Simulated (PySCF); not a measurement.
## NMR parameters of Si(vinyl)3(OiPr)

Si(vinyl)3(OiPr), C9H16OSi, point group C1.

Cartesian coordinates in Å; atom numbers follow the order of the lines, from 1:
```xyz
27

Si    0.413    0.859   -0.266
C     0.289    1.401    1.525
C     0.973    0.861    2.542
H    -0.447    2.182    1.763
H     1.716    0.071    2.381
H     0.822    1.176    3.581
C     2.100    0.127   -0.618
C     3.246    0.476   -0.020
H     2.153   -0.609   -1.433
H     3.274    1.213    0.790
H     4.212    0.048   -0.314
C     0.045    2.276   -1.415
C    -1.014    2.289   -2.232
H     0.731    3.134   -1.426
H    -1.715    1.448   -2.256
H    -1.222    3.128   -2.907
O    -0.769   -0.272   -0.617
C    -0.943   -1.490    0.082
C    -1.088   -2.605   -0.937
C    -2.145   -1.376    1.002
H    -0.047   -1.699    0.701
H    -1.962   -2.415   -1.579
H    -1.221   -3.580   -0.444
H    -0.197   -2.658   -1.581
H    -1.998   -0.561    1.726
H    -3.049   -1.157    0.413
H    -2.307   -2.311    1.560
```

GIAO calculations in PySCF 2.14.0 with density-fitted response routines on the PBE0-D3(BJ)/def2-SVP structure: isolated species, non-relativistic, equivalent atoms averaged; basis pcSseg-1.

(1) Give the isotropic shieldings (ppm) with B3LYP, PBE0.

(2) And the chemical shifts, against references computed in the same way?

(3) Which part of the shielding of Si1 depends on the functional?

## Answers

(1) 
| atoms | environment | B3LYP | PBE0 |
| --- | --- | --- | --- |
| Si1 | silicon bonded to 3 C, O | 362.2 | 372.8 |
| O17 | oxygen bonded to C, Si | 258.0 | 264.0 |
| C3/C8/C13 | carbon bonded to C, 2 H | 34.2 | 38.2 |
| C2/C7/C12 | carbon bonded to C, Si, H | 35.6 | 41.6 |
| C18 | carbon bonded to 2 C, O, H | 112.5 | 119.3 |
| C19/C20 | carbon bonded to C, 3 H | 151.7 | 157.4 |
| H5/H6/H10/H11/H15/H16 | hydrogen on a carbon bonded to C | 25.09 | 24.83 |
| H4/H9/H14 | hydrogen on a carbon bonded to C, Si | 25.32 | 25.08 |
| H21 | hydrogen on a carbon bonded to 2 C, O | 27.62 | 27.52 |
| H22/H23/H24/H25/H26/H27 | hydrogen on a carbon bonded to C | 30.22 | 30.11 |
| HOMO–LUMO gap (eV) | – | 6.49 | 6.93 |

(2) 
```csv
atoms,"nucleus, reference",B3LYP,PBE0
Si1,"²⁹Si, TMS",-24.3,-20.8
O17,"¹⁷O, H2O",76.0,70.5
C3/C8/C13,"¹³C, TMS",145.0,146.2
C2/C7/C12,"¹³C, TMS",143.6,142.8
C18,"¹³C, TMS",66.7,65.1
C19/C20,"¹³C, TMS",27.6,27.0
H5/H6/H10/H11/H15/H16,"¹H, TMS",6.30,6.44
H4/H9/H14,"¹H, TMS",6.06,6.19
H21,"¹H, TMS",3.76,3.74
H22/H23/H24/H25/H26/H27,"¹H, TMS",1.17,1.15
```

(3) Diamagnetic: B3LYP 887, PBE0 886 ppm; paramagnetic: B3LYP -525, PBE0 -514 ppm. The diamagnetic part, set mainly by inner electrons, hardly moves; the paramagnetic part goes with low-lying magnetically allowed excitations and carries the spread.

Experimental scales use liquid or dissolved standards, which lie at an offset from isolated H2O (liquid H2O: subtract about 36 ppm).
